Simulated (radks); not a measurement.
Al+, 12 electrons, occupied as [Ne] 3s2. Calculated with a radial shooting solver on a logarithmic mesh with Libxc functionals: scalar-relativistic Kohn-Sham, LDA (Slater exchange, Perdew-Wang correlation), spin-unpolarised, spherical densities, point nucleus.

Unscreened Slater integrals over Kohn-Sham orbitals (eV).

| integral | value |
|---|---|
| F0(3s,3s) | 10.368 |
| F0(3s,2p) | 13.809 |
| G1(3s,2p) | 0.92799 |
| F0(3s,2s) | 13.750 |
| G0(3s,2s) | 0.73232 |
| F0(3s,1s) | 14.921 |
| G0(3s,1s) | 0.33547 |
| F0(2p,2p) | 41.595 |
| F2(2p,2p) | 18.912 |
| F0(2p,2s) | 40.182 |
| G1(2p,2s) | 24.017 |
| F0(2p,1s) | 59.136 |
| G1(2p,1s) | 7.7228 |
| F0(2s,2s) | 39.312 |
| F0(2s,1s) | 55.780 |
| G0(2s,1s) | 4.3775 |
| F0(1s,1s) | 212.40 |
